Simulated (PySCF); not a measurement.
Geometries of 2 isomers of [C7H5O2]- (charge -1), from PBE0-D3(BJ)/def2-SVP geometry optimisation, gas phase in PySCF. One conformer each, no zero-point energy, no frequencies.

Question: Which is lower in electronic energy at this level?
A.
```xyz
14
angstrom
C      3.154   -1.806    0.660
C      2.729   -0.722    0.311
C      2.305    0.628   -0.126
O      3.198    1.439   -0.406
C      0.905    0.870   -0.183
C     -0.084   -0.059    0.138
C     -1.461    0.103    0.108
C     -2.343   -0.956    0.470
O     -3.571   -0.948    0.489
H      3.531   -2.763    0.969
H      0.626    1.877   -0.509
H      0.272   -1.051    0.458
H     -1.909    1.056   -0.198
H     -1.790   -1.896    0.770
```
B.
```xyz
14
angstrom
O      2.868   -1.208   -0.499
C      2.384   -0.103   -0.191
O      2.944    0.988    0.026
C      0.837   -0.084   -0.057
C      0.160    1.090    0.285
C     -1.229    1.107    0.403
C     -1.964   -0.060    0.178
C     -1.296   -1.239   -0.163
C      0.093   -1.245   -0.278
H      0.782    1.975    0.449
H     -1.750    2.033    0.671
H     -3.055   -0.051    0.269
H     -1.869   -2.157   -0.340
H      0.665   -2.140   -0.543
```

Answer: B. That is benzoate anion, `c1cc(C(=O)[O-])ccc1`, 73.1 kcal/mol below the other.

```tsv
SMILES	atoms numbered as above	E (Eh)	relative (kcal/mol)	relative (kJ/mol)	dipole about centre of mass (D)
O=C([O-])c1ccccc1	[O:1]=[C:2]([O-:3])[c:4]1[cH:5][cH:6][cH:7][cH:8][cH:9]1	-419.49394	0.0	0.0	7.88
C#C/C([O-])=C\C=C\C=O	[CH:1]#[C:2]/[C:3]([O-:4])=[CH:5]\[CH:6]=[CH:7]\[CH:8]=[O:9]	-419.37751	73.1	305.7	3.00
```
